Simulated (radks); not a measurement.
Te III, configuration [Kr] 4d10 5s2 5p2. Calculated with a radial shooting solver on a logarithmic mesh with Libxc functionals: non-relativistic Kohn-Sham, LDA (Slater exchange, Perdew-Wang correlation), spin-unpolarised, spherical densities, point nucleus; relativity is left out, which matters for an element this heavy.

Radial electron density D(r) = 4 pi r^2 rho(r):

```
   r/bohr * D(r) (the largest magnitude, 85.3, reaches the edge; | marks zero)
 0.001968 |  *
 0.002273 |  *
 0.002625 |   *
 0.003007 |    *
 0.003473 |      *
 0.004011 |        *
 0.004632 |          *
  0.00535 |            *
 0.006129 |               *
 0.007078 |                  *
 0.008175 |                      *
 0.009441 |                          *
  0.01082 |                              *
  0.01249 |                                 *
  0.01443 |                                     *
  0.01666 |                                       *
  0.01924 |                                         *
  0.02204 |                                         *
  0.02546 |                                        *
   0.0294 |                                       *
  0.03395 |                                     *
  0.03921 |                                    *
  0.04493 |                                     *
  0.05189 |                                       *
  0.05992 |                                            *
   0.0692 |                                                 *
  0.07992 |                                                     *
  0.09156 |                                                      *
   0.1057 |                                                    *
   0.1221 |                                               *
    0.141 |                                          *
   0.1629 |                                       *
   0.1866 |                                        *
   0.2155 |                                           *
   0.2489 |                                             *
   0.2874 |                                           *
    0.332 |                                    *
   0.3803 |                          *
   0.4392 |                  *
   0.5073 |              *
   0.5858 |              *
   0.6766 |                *
   0.7751 |                *
   0.8952 |              *
    1.034 |          *
    1.194 |      *
    1.368 |    *
     1.58 |  *
    1.824 | *
    2.107 | *
    2.433 |*
    2.788 |*
     3.22 *
    3.718 *
    4.294 *
    4.959 *
    5.682 *
    6.562 *
    7.578 *
```

D(r) has 4 maxima, at r = 0.0213, 0.0901, 0.253, 0.733 bohr, and minima at 0.0402, 0.170, 0.536 bohr, inside which lie 2.01, 11.37, 29.02 electrons.
